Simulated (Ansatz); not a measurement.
Computed with Ansatz on PBE0-D4/def2-TZVP structures; ΔE is electronic, products minus reactants. CCSD(T)/CBS is the MP2 limit (def2-TZVPP, def2-QZVPP) plus CCSD(T) − MP2 in def2-TZVPP, frozen cores. This one scheme is used for every species, atoms too. For atomizations the MP2-based limit and the directly extrapolated one differ by several kJ/mol either way, and by 10 to 25 for some Ge, Se and Sn compounds, so smaller differences from it don't rank the levels. DFT in def2-TZVPP. No spin–orbit coupling; open shells (•) take unrestricted orbitals. Spin–orbit coupling would lower the free atoms: a little for C, Si; clearly for Se. For Se outer-core shells are correlated without core-valence functions, so the limit isn't a true one: a few kJ/mol of doubt a bond, and 10 to 20 or more in all where bonds break to atoms. Scalar relativity is left out up to krypton. One conformer a species, not always the lowest.

`CC([SiH3])[SeH]` → 2 C• + 8 H• + Se• + Si•  (atomization)

`CC([SiH3])[SeH]`:

Cartesian coordinates in Å:
```
C -1.318 0.227 -0.790
C 0.153 -0.052 -0.517
Si 0.472 -0.627 1.243
Se 1.146 1.622 -0.829
H -1.908 -0.684 -0.657
H -1.478 0.581 -1.812
H -1.714 0.983 -0.107
H 0.531 -0.784 -1.234
H 1.930 -0.802 1.470
H -0.207 -1.935 1.482
H -0.068 0.378 2.193
H 2.461 1.094 -0.443
```

```json
{"species": "`CC([SiH3])[SeH]`", "PBE energy (Eh)": "-2771.46762"}
{"species": "C•", "PBE energy (Eh)": "-37.79597"}
{"species": "H•", "PBE energy (Eh)": "-0.49962"}
{"species": "Se•", "PBE energy (Eh)": "-2401.12489"}
{"species": "Si•", "PBE energy (Eh)": "-289.22289"}
```

Task: Work out ΔE.

Result: ΔE = 8 × (-0.49962) + 2 × (-37.79597) + (-2401.12489) + (-289.22289) − (-2771.46762) = 1.53094 Eh = +41.66 eV. CCSD(T)/CBS gives +41.78 eV.

Largest T1 diagnostic among the species: 0.012.

Leaving LDA and LC-ωPBE aside and taking each functional with its dispersion term where it has one, the values, not all of them listed here, spread over 1.06 eV, from BHLYP-D4 to PBE-D4. LDA lies +5.26 eV from PBE without D4, its usual overbinding. From PBE to PBE0 (25 % exact exchange), in def2-TZVPP and without D4, ΔE moves by −0.30 eV: exact exchange takes away binding that semilocal exchange gives to molecules. The D4 term adds +0.47 eV with B3LYP and +0.24 eV with PBE0; it sums over pairs of atoms, weighted by their polarisabilities, and B3LYP, whose exchange is more repulsive, gets the larger term.

B3LYP here is the variant with VWN-RPA as its local correlation; programs differ in this.
